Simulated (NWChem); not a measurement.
Species: AlH$_{2}$OCl; SMILES [AlH]([OH])[Cl]

```xyz
5

Al    -0.5357     0.5412     0.0000
H     -2.0723     0.8467     0.0000
Cl     0.1851    -1.4358     0.0000
O      0.5481     1.8400     0.0000
H      1.5058     1.8066     0.0000
```
Atoms are numbered in this order, from 1.

Computed with NWChem. The geometry was optimised at PBE0/def2-SVP. Ions are spin-unrestricted doublets at the neutral geometry; other ion states weren't tried.

**Question.** What does the run give for PBE/def2-SVP? Quantities: vertical ionisation energy, ΔSCF (eV); −ε(HOMO) (eV).

**Answer.** 
```
Property                               Value
-------------------------------------  -----
vertical ionisation energy, ΔSCF (eV)  10.84
−ε(HOMO) (eV)                           7.42
```
